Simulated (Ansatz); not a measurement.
F₅Si₂ (SMILES F[Si](F)[Si](F)(F)F), doublet, at a GFN2-xTB geometry. Base run: CCSD(T)/6-31G** run with Ansatz (a quantum-chemistry and plane-wave program).

Here is a job for Ansatz.
Ansatz 0.2 input:
```yaml
crystal:
  periodic: [false, false, false]
  atoms:
    - {symbol: F, position_ang: [1.92071283, -1.45494009, -0.00159091]}
    - {symbol: Si, position_ang: [1.29120465, -0.04621676, -0.45500175]}
    - {symbol: F, position_ang: [2.17893296, 0.90363565, 0.49161443]}
    - {symbol: Si, position_ang: [-0.89795116, 0.08724035, 0.05293148]}
    - {symbol: F, position_ang: [-1.64658750, -0.12127352, 1.44202576]}
    - {symbol: F, position_ang: [-1.39908948, 1.52197224, -0.39869112]}
    - {symbol: F, position_ang: [-1.66569646, -0.91320875, -0.90791551]}
basis:
  gaussian:
    orbitals: 6-31G__.json
magnetization: {spin_polarized: true, initial_magnetization: 1}
correlation: {method: ccsd_t}
```
The basis file holds 6-31G** in the JSON format of the Basis Set Exchange.

The base run was repeated with changes; each row names its change, and settings that it needs were set with it.

```
change                                                             ΔE vs base (kcal/mol)  MP2 correlation (Eh)  CC correlation without the perturbative part (Eh)  basis functions  core-seconds (rough)
-----------------------------------------------------------------  ---------------------  --------------------  -------------------------------------------------  ---------------  --------------------
base                                                                               0.000              -1.00396                                           -1.01674              113                    30
fitting = cc-pVTZ-JKFIT (mean field), cc-pVTZ-RIFIT (correlation)                  0.146              -1.00392                                           -1.01683              113                    20
diis_vectors = 4                                                                   0.000              -1.00396                                           -1.01674              113                    30
method = bccd                                                                      14.45              -1.00396                                           -1.01308              113                    20
method = ccsd                                                                          ?              -1.00396                                           -1.01674              113                    10
electrons = outside_noble_gas                                                      0.000              -1.00396                                           -1.01674              113                    30
method = rpa                                                                           ?                     -                                                  -              113                     2
accuracy = high                                                                   -0.011              -1.00397                                           -1.01674              113                    60
lower_state_search = off                                                           0.000              -1.00396                                           -1.01674              113                    20
reference functional = pbe0                                                            ?                     -                                                  ?              113                    30
```

Problem. Fill in the missing entries.

Solution. 
- method = ccsd, ΔE vs base (kcal/mol): 12.16
- method = rpa, ΔE vs base (kcal/mol): -20.72
- reference functional = pbe0, ΔE vs base (kcal/mol): 2.40
- reference functional = pbe0, CC correlation without the perturbative part (Eh): -1.05146
